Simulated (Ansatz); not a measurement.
One change: `CS[SiH](N)O` becomes `C[SiH2][SiH](N)O`.

Ansatz, PBE0-D4/def2-TZVP geometries, multiplicity 1. Each molecule was computed in one conformer, which needn't be the lowest.

| property | `CS[SiH](N)O` |
| --- | --- |
| HOMO energy (B3LYP/def2-TZVPP) / eV | -6.49 |
| LUMO energy (PBE/def2-TZVPP) / eV | -0.41 |
| HOMO–LUMO gap (ωB97M-V/def2-TZVPP) / eV | 11.08 |
| HOMO energy (ωB97M-V/def2-TZVPP) / eV | -8.93 |
| HOMO energy (PBE/def2-TZVPP) / eV | -5.51 |
| HOMO–LUMO gap (PBE0/def2-TZVPP) / eV | 7.21 |

**Question.** What does the change do to each property? (An estimate is asked.)

**Answer.** The calculation gave: 
| property | `C[SiH2][SiH](N)O` | shift |
| --- | --- | --- |
| HOMO energy (B3LYP/def2-TZVPP) / eV | -7.07 | -0.58 |
| LUMO energy (PBE/def2-TZVPP) / eV | -0.61 | -0.20 |
| HOMO–LUMO gap (ωB97M-V/def2-TZVPP) / eV | 11.21 | 0.13 |
| HOMO energy (ωB97M-V/def2-TZVPP) / eV | -9.45 | -0.52 |
| HOMO energy (PBE/def2-TZVPP) / eV | -5.97 | -0.46 |
| HOMO–LUMO gap (PBE0/def2-TZVPP) / eV | 7.48 | 0.27 |

With PBE0 the HOMO falls by 0.55 eV and the LUMO falls by 0.29 eV, so the gap widens by about 0.26 eV. PBE moves the HOMO by -0.46 eV and ωB97M-V by -0.52 eV.

B3LYP here is the variant with VWN-RPA as its local correlation; programs differ in this.
